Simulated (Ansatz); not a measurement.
`C[Si]Br` + `[SiH3]N[SiH3]` → `[SiH3]N([SiH3])[Si]Br` + CH₄ at 400 K and 1 bar (ligand exchange at the Si–C bond).

Isolated molecules relaxed with PBE0-D4/def2-TZVP in Ansatz; ΔE leaves out vibrations. CCSD(T)/CBS is the MP2 limit (def2-TZVPP, def2-QZVPP) plus CCSD(T) − MP2 in def2-TZVPP, frozen cores. This one scheme is used for every species. For Br outer-core shells are correlated without core-valence functions, which leaves a few kJ/mol of doubt a bond. Scalar relativity is left out up to krypton. Each species was taken in one conformer, which may not be the lowest.

| species | CCSD(T)/CBS energy (Eh) | H − E (kJ/mol) | S (J/(mol·K)) |
| --- | --- | --- | --- |
| `C[Si]Br` | -2902.25975 | 118.6 | 331.0 |
| `[SiH3]N[SiH3]` | -637.10515 | 203.4 | 366.7 |
| `[SiH3]N([SiH3])[Si]Br` | -3498.95213 | 193.7 | 433.7 |
| CH₄ | -40.46206 | 131.3 | 197.2 |

H − E and S are ideal-gas, rigid-rotor, harmonic terms from PBE0-D4/def2-TZVP, for one conformer and one mirror image of each species. 1 Eh = 2625.50 kJ/mol, R = 8.31446 J/(mol·K).

Problem. By hand: ΔE, ΔH, ΔS and ΔG.

Solution. ΔE = (-3498.95213) + (-40.46206) − (-2902.25975) − (-637.10515) = -0.04929 Eh = -129.4 kJ/mol. Δ(H − E) = 193.7 + 131.3 − 118.6 − 203.4 = 3.0, so ΔH = -126.4 kJ/mol. ΔS = 433.7 + 197.2 − 331.0 − 366.7 = -66.8 J/(mol·K). ΔG = -126.4 − 400 × (-66.8)/1000 = -99.7 kJ/mol.

Problem. By hand: the equilibrium constant, and the temperature at which ΔG would vanish if ΔH and ΔS stayed fixed.

Solution. log₁₀ K = −ΔG/(RT ln 10) = 13.0. ΔG = 0 at ΔH/ΔS = 1892 K.

ΔH outweighs TΔS. A doubt of 5 kJ/mol in ΔE shifts log₁₀ K by 0.7 here. Other conformers and mirror images would add mixing entropy, several J/(mol·K) or more a flexible species. Modes under 60 cm⁻¹, often nearly free rotors, make the harmonic entropy too high. These are equilibria of isolated gas molecules and say nothing of rates. Largest T1 diagnostic: 0.012 (customary marks: 0.02 for closed shells, 0.045 for open ones).
